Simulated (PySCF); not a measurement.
C₄H₉NSi₂.
Structure used (PBE0-D3(BJ)/def2-SVP), in Å, numbered top down from 1:
```
atom  x, y, z in Å
C1     1.9901   -0.9360    0.0940
Si2    0.5370    0.2048   -0.1672
C3     1.1766    1.7912   -0.9212
N4     1.5609    2.7820   -1.3868
C5    -0.9261   -0.4677   -1.1658
Si6   -2.0233   -0.1479    0.3639
C7    -0.5507    0.5783    1.3386
H8     2.7299   -0.4759    0.7666
H9     1.6527   -1.8821    0.5452
H10    2.4838   -1.1653   -0.8626
H11   -0.8341   -1.5199   -1.4759
H12   -1.1893    0.1296   -2.0521
H13   -3.1371    0.8182    0.1258
H14   -2.5754   -1.3985    0.9694
H15   -0.6429    1.6478    1.5812
H16   -0.2750    0.0386    2.2574
```

All values: PBE0/def2-SVPD (PySCF, non-relativistic), on one gas-phase PBE0-D3(BJ)/def2-SVP geometry that isn't relaxed in the solvent. The solvent is an IEF-PCM continuum (van der Waals radii × 1.2), and excitations are vertical TDDFT with non-equilibrium linear response and a frozen core. The model holds no explicit solvent molecules, cavitation or dispersion.

Gas-phase singlets (H = HOMO, L = LUMO):

| state | E (eV) | λ (nm) | f | leading configurations |
| --- | --- | --- | --- | --- |
| S1 | 6.146 | 202 | 0.000 | H→L 98% |
| S2 | 6.487 | 191 | 0.015 | H→L+1 92% |
| S3 | 6.802 | 182 | 0.001 | H-1→L+1 82% |
| S4 | 6.966 | 178 | 0.026 | H→L+2 65%, H-1→L 19% |
| S5 | 7.111 | 174 | 0.157 | H-1→L 54%, H→L+2 29% |

Q: Give the list for dichloromethane (ε = 8.93), n² = 2.03.

A: 
| state | E (eV) | λ (nm) | f | leading configurations | change by rank (eV) |
| --- | --- | --- | --- | --- | --- |
| S1 | 5.938 | 209 | 0.000 | H→L 98% | -0.208 |
| S2 | 6.288 | 197 | 0.021 | H→L+1 94% | -0.199 |
| S3 | 6.706 | 185 | 0.003 | H-1→L+1 88% | -0.096 |
| S4 | 6.869 | 181 | 0.278 | H-1→L 80%, H→L+2 9% | -0.097 |
| S5 | 7.004 | 177 | 0.074 | H→L+2 79%, H-1→L 11% | -0.107 |

Q: The ground-state energy changes by -0.221 eV from gas to dichloromethane. By how much does the total energy of gas-phase S1 change?

A: E(S1) = E(S0) + excitation energy, so it changes by -0.221 − 0.208 = -0.429 eV: it is lowered more than the ground state, which is what a red shift means. This is the vertical state, with the slow part of the continuum still set for S0.

Q: How do the frontier levels move from gas to dichloromethane?

A: 
| orbital | gas (eV) | solvent (eV) | change (eV) | Löwdin shares, gas | Löwdin shares, solvent |
| --- | --- | --- | --- | --- | --- |
| LUMO+2 | 0.10 | 0.39 | +0.29 | Si6 23 %, Si2 13 %, C5 9 %, C7 8 % | Si6 22 %, Si2 13 %, C5 9 %, C7 9 % |
| LUMO+1 | -0.39 | -0.39 | 0.00 | N4 22 %, C3 21 %, Si2 15 %, C5 7 % | N4 28 %, C3 28 %, Si2 14 %, C1 6 % |
| LUMO | -0.61 | -0.60 | +0.01 | C3 21 %, N4 20 %, Si2 15 %, Si6 11 % | C3 26 %, N4 25 %, Si2 15 %, Si6 8 % |
| HOMO | -8.11 | -7.85 | +0.26 | C7 18 %, C5 18 %, Si6 16 %, Si2 12 % | C7 18 %, C5 18 %, Si6 16 %, Si2 13 % |
| HOMO-1 | -8.74 | -8.51 | +0.23 | C5 23 %, C7 22 %, Si2 13 %, Si6 12 % | C5 24 %, C7 24 %, Si6 14 %, Si2 13 % |
| HOMO-2 | -9.13 | -8.83 | +0.30 | C7 28 %, C5 28 %, Si6 14 %, Si2 6 % | C7 29 %, C5 28 %, Si6 12 %, Si2 8 % |
| HOMO-3 | -9.50 | -9.25 | +0.25 | Si6 28 %, H14 21 %, H13 15 %, C5 6 % | Si6 31 %, H14 23 %, H13 17 %, C5 7 % |

The HOMO–LUMO gap goes from 7.50 to 7.25 eV.
